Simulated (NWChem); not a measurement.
Molecule: GaH₂O₂Cl; SMILES [Ga]([OH])([OH])[Cl]

All runs: NWChem. Pople sets run with spherical d functions. Level Hartree-Fock/6-31G*: optimisations from one semi-empirical or force-field start; each run changes one setting, and all end within 0.3 mHa of each other. One conformer.

```json
[
 {"setting": "redundant internal coordinates, default thresholds", "optimisation steps": "7"},
 {"setting": "trust radius 0.05", "optimisation steps": "7"},
 {"setting": "loose thresholds", "optimisation steps": "5"},
 {"setting": "no line search", "optimisation steps": "8"},
 {"setting": "tight thresholds", "optimisation steps": "13"}
]
```
